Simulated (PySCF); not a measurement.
Isomers of C8H8O2, from PBE0-D3(BJ)/def2-SVP geometry optimisation, gas phase (PySCF 2.14.0). One conformer each, no zero-point energy, no frequencies.

Question: Which is lowest in electronic energy at this level?
A. `[CH3:1][O:2][C:3](=[O:4])[c:5]1[cH:6][cH:7][cH:8][cH:9][cH:10]1` with C1–O2–C3–O4 0°, O2–C3–C5–C6 180° (methyl benzoate): A = 3536, B = 846.2, C = 685.8 MHz, dipole 1.83 D
B. `[CH3:1][C:2](=[O:3])[c:4]1[cH:5][cH:6][c:7]([OH:8])[cH:9][cH:10]1` with C1–C2–C4–C5 180°, C6–C7–O8–H 0° (4'-hydroxyacetophenone): A = 3676, B = 792.0, C = 654.3 MHz, dipole 2.66 D
C. `[O:1]=[C:2]([OH:3])[C@H:4]1[C@H:5]2[CH:6]=[CH:7][C@@H:8]1[CH:9]=[CH:10]2` with O1–C2–O3–H 0°, O1–C2–C4–C5 -140°: A = 2692, B = 1214, C = 1131 MHz, dipole 1.53 D
D. `[CH3:1][C:2](=[O:3])[c:4]1[cH:5][cH:6][cH:7][c:8]([OH:9])[cH:10]1` with C1–C2–C4–C5 179°, C7–C8–O9–H 180° (3'-hydroxyacetophenone): A = 2557, B = 952.6, C = 697.1 MHz, dipole 3.20 D
E. `[O:1]=[C:2]([OH:3])[C:4]1=[CH:5][CH:6]=[CH:7][CH2:8][CH:9]=[CH:10]1` with O1–C2–O3–H 0°, O1–C2–C4–C5 8°, C4–C5–C6–C7 32°, C6–C7–C8–C9 -68°, C7–C8–C9–C10 69°, C2–C4–C10–C9 156°: A = 2807, B = 972.8, C = 761.3 MHz, dipole 2.11 D
F. `[CH3:1][O:2][c:3]1[cH:4][cH:5][cH:6][c:7]([CH:8]=[O:9])[cH:10]1` with C1–O2–C3–C4 180°, C6–C7–C8–O9 0° (3-methoxybenzaldehyde): A = 2549, B = 894.1, C = 664.7 MHz, dipole 3.51 D

Answer: A. That is `c1c(cccc1)C(OC)=O` (methyl benzoate), 4.3 kcal/mol below the next.

```json
{"SMILES": "COC(=O)c1ccccc1", "mapped SMILES": "[CH3:1][O:2][C:3](=[O:4])[c:5]1[cH:6][cH:7][cH:8][cH:9][cH:10]1", "E (Eh)": "-459.28618", "relative (kcal/mol)": "0.0", "relative (kJ/mol)": "0.0", "dipole (D)": "1.83"}
{"SMILES": "CC(=O)c1ccc(O)cc1", "mapped SMILES": "[CH3:1][C:2](=[O:3])[c:4]1[cH:5][cH:6][c:7]([OH:8])[cH:9][cH:10]1", "E (Eh)": "-459.27934", "relative (kcal/mol)": "4.3", "relative (kJ/mol)": "18.0", "dipole (D)": "2.66"}
{"SMILES": "CC(=O)c1cccc(O)c1", "mapped SMILES": "[CH3:1][C:2](=[O:3])[c:4]1[cH:5][cH:6][cH:7][c:8]([OH:9])[cH:10]1", "E (Eh)": "-459.27634", "relative (kcal/mol)": "6.2", "relative (kJ/mol)": "25.8", "dipole (D)": "3.20"}
{"SMILES": "COc1cccc(C=O)c1", "mapped SMILES": "[CH3:1][O:2][c:3]1[cH:4][cH:5][cH:6][c:7]([CH:8]=[O:9])[cH:10]1", "E (Eh)": "-459.25224", "relative (kcal/mol)": "21.3", "relative (kJ/mol)": "89.1", "dipole (D)": "3.51"}
{"SMILES": "O=C(O)C1=CC=CCC=C1", "mapped SMILES": "[O:1]=[C:2]([OH:3])[C:4]1=[CH:5][CH:6]=[CH:7][CH2:8][CH:9]=[CH:10]1", "E (Eh)": "-459.24992", "relative (kcal/mol)": "22.8", "relative (kJ/mol)": "95.2", "dipole (D)": "2.11"}
{"SMILES": "O=C(O)[C@H]1[C@H]2C=C[C@@H]1C=C2", "mapped SMILES": "[O:1]=[C:2]([OH:3])[C@H:4]1[C@H:5]2[CH:6]=[CH:7][C@@H:8]1[CH:9]=[CH:10]2", "E (Eh)": "-459.22306", "relative (kcal/mol)": "39.6", "relative (kJ/mol)": "165.7", "dipole (D)": "1.53"}
```

As drawn, the lowest has an aromatic ring, which the highest lacks; the highest has an O–H bond and a C=C bond outside aromatic rings, which the lowest lacks.
